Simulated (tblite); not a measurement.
Compound: C5H9NOSi.
Atom-mapped SMILES: `[CH3:1][O:2][CH2:3][C@:4]1([C:5]#[N:6])[CH2:7][SiH2:8]1` (hydrogens: H9, H10, H11 on C1; H12, H13 on C3; H14, H15 on C7; H16, H17 on Si8)

The geometry is computed with GFN2-xTB (gas phase).

Question: What internal coordinates does the optimisation give?

Answer: 
```json
{"bond": "C1–O2", "length (bohr)": "2.651"}
{"bond": "O2–C3", "length (bohr)": "2.661"}
{"bond": "C3–C4", "length (bohr)": "2.852"}
{"bond": "C4–C5", "length (bohr)": "2.656"}
{"bond": "C5≡N6", "length (bohr)": "2.171"}
{"bond": "C4–C7", "length (bohr)": "2.915"}
{"bond": "C7–Si8", "length (bohr)": "3.544"}
{"bond": "C4–Si8", "length (bohr)": "3.635"}
{"bond": "C1–H9, C1–H10, C1–H11", "length (bohr)": "2.068"}
{"bond": "C3–H12", "length (bohr)": "2.087"}
{"bond": "C3–H13", "length (bohr)": "2.083"}
{"bond": "C7–H14", "length (bohr)": "2.046"}
{"bond": "C7–H15", "length (bohr)": "2.043"}
{"bond": "Si8–H16", "length (bohr)": "2.726"}
{"bond": "Si8–H17", "length (bohr)": "2.748"}
```

Bonds in one row agree within 0.02 bohr and their mean is given. A selection of angles:
```json
{"angle": "C1–O2–C3", "degrees": "113.8"}
{"angle": "O2–C3–C4", "degrees": "107.2"}
{"angle": "C3–C4–C5", "degrees": "114.6"}
{"angle": "C3–C4–C7", "degrees": "116.0"}
{"angle": "C3–C4–Si8", "degrees": "116.4"}
{"angle": "C5–C4–C7", "degrees": "117.0"}
{"angle": "C5–C4–Si8", "degrees": "119.3"}
{"angle": "C7–C4–Si8", "degrees": "64.4"}
{"angle": "C4–C5–N6", "degrees": "178.3"}
{"angle": "C4–C7–Si8", "degrees": "67.7"}
{"angle": "C4–Si8–C7", "degrees": "47.9"}
```

Dihedral angles: C1–O2–C3–C4 179° (antiperiplanar); O2–C3–C4–C5 -160° (antiperiplanar); C3–C4–C7–Si8 -108° (anticlinal); C3–C4–Si8–C7 108° (anticlinal).

The 3-membered ring C4–C7–Si8 has internal angles of 47.9° to 67.7°. Of the pairs four or more bonds apart, O2···H16 is among the closest relative to their van der Waals radii: 2.58 Å, 95 % of the sum of Bondi's values. O2 (ether oxygen) is bent (angle 113.8°). The C–C distances run from 1.405 Å (C4–C5, drawn single) to 1.542 Å (C4–C7, drawn single), a spread of 0.137 Å. Si8 (SiH2 silicon) has angles from 47.9° to 122.0°. The C–Si distances run from 1.875 Å (C7–Si8, drawn single) to 1.924 Å (C4–Si8, drawn single), a spread of 0.049 Å.

Point group: C1 (no symmetry element, even within 0.4 Å). Its GFN2-xTB frequencies are all real (lowest 67 cm⁻¹). One conformer, not necessarily the lowest.
